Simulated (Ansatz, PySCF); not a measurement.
SiF2Cl, SMILES [Si](F)(F)Cl, multiplicity 2. Atoms are numbered in the order given.

```xyz
4

Si    -0.4311     0.4207     0.0000
F     -1.1455    -0.2314     1.2961
F     -1.1455    -0.2314    -1.2961
Cl     1.5649    -0.1115     0.0000
```
Charge 0, spin multiplicity 2.

The structure is a stationary point at B3LYP-D3(BJ)/def2-SVP.

Two levels are set side by side: PBE-D3(BJ)/def2-SVP (Ansatz, an electronic-structure program) and B3LYP-D3(BJ)/def2-SVP (Ansatz). Each level has its own optimised geometry; the coordinates shown are those of the second. Frequencies come from the Hessian of PySCF at each geometry. Differences are taken from unrounded values.

```tsv
quantity	B3LYP-D3(BJ)	PBE-D3(BJ)	PBE-D3(BJ) minus B3LYP-D3(BJ)
mean bond length (Å)	1.767	1.777	0.011
bond Si1–F2 (Å)	1.617	1.630	0.013
bond Si1–F3 (Å)	1.617	1.630	0.013
bond Si1–Cl4 (Å)	2.066	2.072	0.006
highest harmonic wavenumber (cm⁻¹)	941	914	-27
mean harmonic wavenumber (cm⁻¹)	525	509	-16
zero-point energy (kcal/mol)	4.50	4.36	-0.14
```

GGA bonds tend to be longer and softer than those of functionals with exact exchange. Differences between two approximate levels are no errors against the true value.
